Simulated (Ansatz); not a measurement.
The first iterations of a band of CH3ClOSi (7 atoms, charge 0, multiplicity 1).

The calculation used Ansatz 0.2.0, UKS PBE0-D4/def2-SVP.

```
movable images  : 7
climbing image  : yes
spring          : 5.0 eV/Å²
optimiser       : quadratic models (default)
start path      : through a guess of the saddle point
force threshold : 0.05 eV/Å
iteration limit : 60
end points      : relaxed
```

Image 0:

```xyz
7
Properties=species:S:1:pos:R:3
C -0.099 0.847 -0.168
Si 0.254 -0.905 0.314
O 1.303 -1.405 1.303
Cl -1.003 -2.168 -0.696
H -0.922 0.920 -0.891
H -0.346 1.423 0.737
H 0.814 1.288 -0.599
```

Image 8:

```xyz
7
Properties=species:S:1:pos:R:3
C -0.259 0.888 -0.817
Si -0.082 -0.527 0.089
O 0.717 -0.759 1.506
Cl -0.865 -2.332 -0.417
H -0.832 0.876 -1.746
H 1.137 0.016 1.895
H 0.184 1.838 -0.509
```

| iteration | highest image above the first end (eV) | largest band force component (eV/Å) |
| --- | --- | --- |
| 1 | 4.436 | 5.946 |
| 2 | 3.266 | 3.554 |
| 3 | 2.977 | 14.182 |
| 4 | 2.837 | 2.008 |

Problem. Does the band converge within its limit, and where does its top end?

Solution. It converged. It ended after 14 iterations with the highest image 2.605 eV above the first end. A structure lower than the first end lies on the path between it and the top, so the climb from that side starts below the end, which may itself be a saddle point or a shallow side well. Neighbouring images differ by up to 1.7 eV, so the band resolves the path poorly. A vibrational analysis at the climbing image gives one clearly imaginary mode, 1739i cm⁻¹: a first-order saddle point. The orbitals stay closed-shell, which can raise the energy where a bond breaks towards radicals; this wasn't checked here.

Run time: 4 min on 2 threads of Arm Neoverse V1 (shared host), peak memory 0.24 GiB.
